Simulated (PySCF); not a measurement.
# Basis-set dependence of excited states

Compound: C6H12O.
Numbering: `[OH:1][CH:2]1[CH2:3][CH2:4][CH2:5][CH2:6][CH2:7]1` (hydrogens: H8 on O1; H9 on C2; H10, H11 on C3; H12, H13 on C4; H14, H15 on C5; H16, H17 on C6; H18, H19 on C7)

Geometry (PBE0-D3(BJ)/def2-SVP, Å), atoms numbered from 1 in this order:
```
atom  x, y, z in Å
O1     2.4336    0.7614   -0.0330
C2     1.1241    0.3575    0.2804
C3     0.0752    1.2468   -0.3800
C4    -1.3451    0.8140   -0.0309
C5    -1.5794   -0.6546   -0.3711
C6    -0.5389   -1.5494    0.2952
C7     0.8794   -1.1105   -0.0548
H8     2.5444    0.6684   -0.9858
H9     1.0394    0.4796    1.3755
H10    0.2176    1.1901   -1.4767
H11    0.2593    2.2941   -0.0931
H12   -1.5143    0.9672    1.0503
H13   -2.0773    1.4538   -0.5490
H14   -2.5959   -0.9605   -0.0756
H15   -1.5220   -0.7862   -1.4670
H16   -0.6711   -1.5045    1.3914
H17   -0.6939   -2.6025    0.0112
H18    1.0497   -1.2489   -1.1402
H19    1.6307   -1.7280    0.4623
```

TDDFT with PBE0 (PySCF), vertical singlets, core orbitals frozen in the response, spherical d and f functions. One conformer (not necessarily the lowest) at the PBE0-D3(BJ)/def2-SVP geometry, without solvent, vibrations or thermal averaging.

**Question.** How do the low singlets change with the basis? Take 6-31G*, 6-31+G*, def2-SVP, def2-SVPD, aug-cc-pVDZ and def2-TZVP.

**Answer.** 

| basis | functions | diffuse | S1 (eV) | S2 (eV) | S3 (eV) | S4 (eV) | S5 (eV) | LUMO (eV) | α (au) |
| --- | --- | --- | --- | --- | --- | --- | --- | --- | --- |
| 6-31G* | 122 | no | 8.00 | 8.67 | 9.00 | 9.56 | 9.78 | 2.57 | 64.2 |
| 6-31+G* | 150 | yes | 6.67 | 7.05 | 7.30 | 7.44 | 7.92 | 0.37 | 71.4 |
| def2-SVP | 158 | no | 7.58 | 8.04 | 8.36 | 8.97 | 9.01 | 1.72 | 66.5 |
| def2-SVPD | 239 | yes | 6.96 | 7.43 | 7.69 | 7.99 | 8.21 | 0.70 | 74.8 |
| aug-cc-pVDZ | 269 | yes | 6.40 | 6.72 | 6.95 | 7.09 | 7.56 | -0.08 | 76.6 |
| def2-TZVP | 289 | no | 7.18 | 7.63 | 7.99 | 8.43 | 8.49 | 1.11 | 73.4 |

States are compared by their number. Against the largest diffuse basis here (aug-cc-pVDZ, itself not a converged limit), sets without diffuse functions differ by up to 1.60 eV in S1 and 2.23 eV in S5; the smaller diffuse sets differ by up to 0.57 and 0.66 eV. State by state, the largest deviation of a set without diffuse functions is S1 1.60, S2 1.96, S3 2.05, S4 2.47, S5 2.23 eV. The same number needn't mean the same state in each row. Against aug-cc-pVDZ the polarisability deviates by -16% in 6-31G*, -7% in 6-31+G*, -13% in def2-SVP, -2% in def2-SVPD, -4% in def2-TZVP. A single + in a Pople set puts diffuse functions on heavy atoms only.
